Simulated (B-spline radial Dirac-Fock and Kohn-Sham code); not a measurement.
Sn⁺: non-radiative channels of the N1 vacancy

System: the Sn⁺ ion, configuration [Kr] 4d10 5s2 5p1.

The run's input, task.json:

```json
{"items": [{
  "Z": 50,
  "q": 1,
  "cfg": [[1, 0, 2], [2, 0, 2], [2, 1, 6], [3, 0, 2], [3, 1, 6], [3, 2, 10], [4, 0, 2], [4, 1, 6], [4, 2, 10], [5, 0, 2], [5, 1, 1]],
  "A": 120,
  "rrms": 4.6519,
  "do": ["binding", "quiet", "decay"],
  "holes": ["K", "L1", "L2", "L3", "M1", "M2", "M3", "M4", "M5", "N1", "N2", "N3", "N4", "N5"]
}]}
```

Launch: `python xray_run.py task.json out`

Level of theory: independent-particle rates on relativistic LDA orbitals of the hole state (multipoles up to L = 3, Coulomb Auger matrix elements, transition energies from Dirac-Fock); a radial atomic solver. Kinetic energies are configuration averages from the vacuum level; the two-hole energies are estimated from single-hole states.

```csv
transition,kinetic energy (eV),width (meV),share (%)
N1-N2O1,12.66,390,13.0
N1-N3O1,20.24,642,21.4
N1-N2O2,20.49,42.1,1.4
N1-N2O3,21.06,112,3.7
N1-N3O2,27.98,103,3.4
N1-N3O3,28.67,151,5.0
N1-N4N5,65.93,783,26.1
N1-N5N5,67.16,239,8.0
N1-N4O1,90.77,174,5.8
N1-N5O1,91.80,256,8.5
```

Coster-Kronig rates are the weakest part of this model and often come out 1.5 to 2.5 times too large. Super-Coster-Kronig decay this fast strains the one-particle picture, and such widths tend to come out too large. The listed channels hold 96 % of the non-radiative rate. Summed by principal shells, of 3.00 eV in all: NNO 64.5 %, NNN 35.0 %, NOO 0.5 %.

Values without a named source are computed, but for edge energies of neutral atoms, which are taken from tables.
